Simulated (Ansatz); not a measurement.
Wavefunction ladder for CH5FSiTe, SMILES `FC([SiH3])[TeH]`

```xyz
9

F    -1.0981   -1.0296    1.1248
C    -0.0679   -0.2617    0.6092
Si   -0.6579    0.7668   -0.8712
Te    1.5966   -1.4765   -0.0113
H     0.3172    0.3732    1.4108
H     0.3303    1.8491   -1.1033
H    -1.9941    1.3418   -0.5724
H    -0.7446   -0.1079   -2.0690
H     2.3185   -1.4553    1.4824
```

Total charge 0; spin multiplicity 1. Correlated methods include outer-core shells of Te, which these sets cover unevenly. Te takes the def2 core potential. The structure was optimised at the PBE0-D4/def2-TZVP level. Frozen core, restricted reference, Ansatz.

```json
{"basis": "def2-SVP", "HF (Eh)": "-695.89691", "MP2 corr.": "-0.54887", "CCSD corr.": "-0.59645", "(T)": "?", "CCSD(T) total": "?"}
{"basis": "def2-TZVPP", "HF (Eh)": "-696.18720", "MP2 corr.": "?", "CCSD corr.": "-1.02787", "(T)": "?", "CCSD(T) total": "?"}
{"basis": "def2-QZVPP", "HF (Eh)": "?", "MP2 corr.": "-1.22234", "CCSD corr.": "–", "(T)": "–", "CCSD(T) total": "–"}
```

(1) Fill in the withheld values. (An estimate is asked.)

Results:

(1) Ansatz gave: def2-SVP (T): -0.01557; def2-SVP CCSD(T) total: -696.50893; def2-TZVPP MP2 corr.: -1.01755; def2-TZVPP (T): -0.03164; def2-TZVPP CCSD(T) total: -697.24671; def2-QZVPP HF (Eh): -696.20455.
